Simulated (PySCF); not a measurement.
H5OSi2, SMILES [SiH3]O[SiH2] (connectivity only; charge and spin as stated), charge +1, multiplicity 1.

Geometry optimised at PBE-D3(BJ)/def2-TZVP. The multiplicity is an assumed one; other spin states were not compared. The isomer is the one that the SMILES or the coordinates give; other isomers of the formula were not compared.

These are PBE-D3(BJ)/def2-TZVP run with PySCF values and carry that method's errors.

Frequencies are harmonic and unscaled.

Problem. Give all harmonic wavenumbers and intensities. (An estimate is asked for; the answer gives what the named calculation found.)

Solution. 
```json
[
 {"mode": "1", "ν (cm⁻¹)": "58", "IR (km/mol)": "9.7", "moving atoms (share of kinetic energy)": "O 62 %, H 22 %, Si 16 %"},
 {"mode": "2", "ν (cm⁻¹)": "63", "IR (km/mol)": "1.4", "moving atoms (share of kinetic energy)": "H 92 %"},
 {"mode": "3", "ν (cm⁻¹)": "152", "IR (km/mol)": "9.6", "moving atoms (share of kinetic energy)": "O 60 %, H 29 %, Si 11 %"},
 {"mode": "4", "ν (cm⁻¹)": "493", "IR (km/mol)": "34.2", "moving atoms (share of kinetic energy)": "Si 83 %, H 9 %, O 8 %"},
 {"mode": "5", "ν (cm⁻¹)": "654", "IR (km/mol)": "15.8", "moving atoms (share of kinetic energy)": "H 87 %, Si 10 %"},
 {"mode": "6", "ν (cm⁻¹)": "668", "IR (km/mol)": "70.5", "moving atoms (share of kinetic energy)": "H 83 %, Si 9 %, O 8 %"},
 {"mode": "7", "ν (cm⁻¹)": "673", "IR (km/mol)": "68.7", "moving atoms (share of kinetic energy)": "H 82 %, O 11 %"},
 {"mode": "8", "ν (cm⁻¹)": "684", "IR (km/mol)": "0.1", "moving atoms (share of kinetic energy)": "H 89 %, Si 10 %"},
 {"mode": "9", "ν (cm⁻¹)": "892", "IR (km/mol)": "288.7", "moving atoms (share of kinetic energy)": "H 92 %"},
 {"mode": "10", "ν (cm⁻¹)": "905", "IR (km/mol)": "103.3", "moving atoms (share of kinetic energy)": "H 95 %"},
 {"mode": "11", "ν (cm⁻¹)": "910", "IR (km/mol)": "48.6", "moving atoms (share of kinetic energy)": "H 96 %"},
 {"mode": "12", "ν (cm⁻¹)": "933", "IR (km/mol)": "1.8", "moving atoms (share of kinetic energy)": "H 93 %"},
 {"mode": "13", "ν (cm⁻¹)": "1191", "IR (km/mol)": "311.7", "moving atoms (share of kinetic energy)": "O 72 %, Si 24 %"},
 {"mode": "14", "ν (cm⁻¹)": "2213", "IR (km/mol)": "4.5", "moving atoms (share of kinetic energy)": "H 98 %"},
 {"mode": "15", "ν (cm⁻¹)": "2217", "IR (km/mol)": "6.2", "moving atoms (share of kinetic energy)": "H 99 %"},
 {"mode": "16", "ν (cm⁻¹)": "2250", "IR (km/mol)": "35.3", "moving atoms (share of kinetic energy)": "H 95 %"},
 {"mode": "17", "ν (cm⁻¹)": "2254", "IR (km/mol)": "28.1", "moving atoms (share of kinetic energy)": "H 95 %"},
 {"mode": "18", "ν (cm⁻¹)": "2280", "IR (km/mol)": "2.6", "moving atoms (share of kinetic energy)": "H 95 %"}
]
```
